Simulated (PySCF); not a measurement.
Computed shifts of a molecule C2H8O2Si, HF/pcSseg-1 run with PySCF, GIAO, gas phase, atoms alike by connectivity averaged where their shifts nearly agree, in ppm (number of nuclei): ²⁹Si: -13.1 (1). ¹³C: 51.0 (1), 1.3 (1). ¹H: 4.69 (1), 3.94 (3), 2.57 (1), 0.78 (3). References: ²⁹Si against TMS (σ = 393.8 ppm); ¹³C against TMS (σ = 192.6 ppm); ¹⁷O against H2O (σ = 333.0 ppm); ¹H against TMS (σ = 31.99 ppm), references at their B3LYP-D3(BJ)/def2-TZVP geometries, non-relativistic. Geometry optimised at PBE-D3(BJ)/def2-SVP. The values are those of a single conformer.

Task: Which structure fits?
(A) OC[SiH2]CO
(B) OC[C@@H](O)[SiH3]
(C) COCO[SiH3]
(D) CO[SiH](C)O

Result: D, CO[SiH](C)O
